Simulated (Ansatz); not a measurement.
C2H4FNOSi (`CO[SiH](F)C#N`), relaxed with RKS PBE-D4/def2-SVP in Ansatz 0.2.0 from a rough embedded geometry. The force threshold is 0.03 eV/Å; the program also tests the step.

Total charge 0; spin multiplicity 1.

Start:

```xyz
10

C    -0.764   -1.179    0.807
O    -0.736   -0.647   -0.482
Si    0.536    0.350   -0.933
F     1.817   -0.364   -0.575
C     0.466    2.064   -0.173
N     0.443    3.143    0.302
H    -1.633   -1.760    0.966
H    -0.805   -0.305    1.564
H     0.177   -1.748    0.990
H     0.499    0.444   -2.466
```

```json
{"step": "1", "energy (eV)": "-16250.0355", "largest force (eV/Å)": "5.931", "largest move (Å)": "0.000"}
{"step": "2", "energy (eV)": "-16250.4633", "largest force (eV/Å)": "2.945", "largest move (Å)": "0.105"}
{"step": "3", "energy (eV)": "-16250.5954", "largest force (eV/Å)": "0.472", "largest move (Å)": "0.111"}
{"step": "4", "energy (eV)": "-16250.6079", "largest force (eV/Å)": "0.249", "largest move (Å)": "0.083"}
{"step": "5", "energy (eV)": "-16250.6162", "largest force (eV/Å)": "0.157", "largest move (Å)": "0.093"}
{"step": "6", "energy (eV)": "-16250.6186", "largest force (eV/Å)": "0.138", "largest move (Å)": "0.046"}
{"step": "7", "energy (eV)": "-16250.6202", "largest force (eV/Å)": "0.068", "largest move (Å)": "0.057"}
{"step": "8", "energy (eV)": "-16250.6205", "largest force (eV/Å)": "0.038", "largest move (Å)": "0.018"}
{"step": "9", "energy (eV)": "-16250.6207", "largest force (eV/Å)": "0.014", "largest move (Å)": "0.016"}
```

End:

```xyz
10

C    -0.773   -1.075    0.865
O    -0.517   -0.767   -0.502
Si    0.597    0.298   -1.081
F     2.126   -0.212   -0.843
C     0.457    1.886   -0.115
N     0.319    2.869    0.511
H    -1.730   -1.630    0.919
H    -0.861   -0.156    1.486
H     0.032   -1.714    1.287
H     0.350    0.502   -2.528
```

Hardware: 4 threads of an Arm Neoverse V1 on a shared host. Wall time 13 s, peak host memory 0.18 GiB.
